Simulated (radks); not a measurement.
The mean radii <r> (bohr) of the occupied orbitals of an atom or ion are listed with their occupations. All-electron calculation, scalar-relativistic Kohn-Sham, LDA (Slater exchange, Perdew-Wang correlation), spin-unpolarised, spherical densities, finite nucleus; Fermi nuclear charge, rms radius of each element as measured or else 0.836 A^(1/3) + 0.57 fm. Program: a radial shooting solver on a logarithmic mesh with Libxc functionals.

orbital  occ.     <r>
1s          2  0.1311
2s          2  0.7000
2p          6  0.6886
3s          1   2.777

Name the element and its charge.

Answer. Z = 12, magnesium, charge +1: Mg+ in [Ne] 3s1. The 1s radius gives Z: for a bare nucleus <r> = (2 gamma + 1)/(2Z) with gamma = sqrt(1 - (Z/c)^2), 0.1247 bohr for Z = 12, and screening makes it slightly larger (0.1311 here). The occupations add up to 11, and the charge is Z minus that.
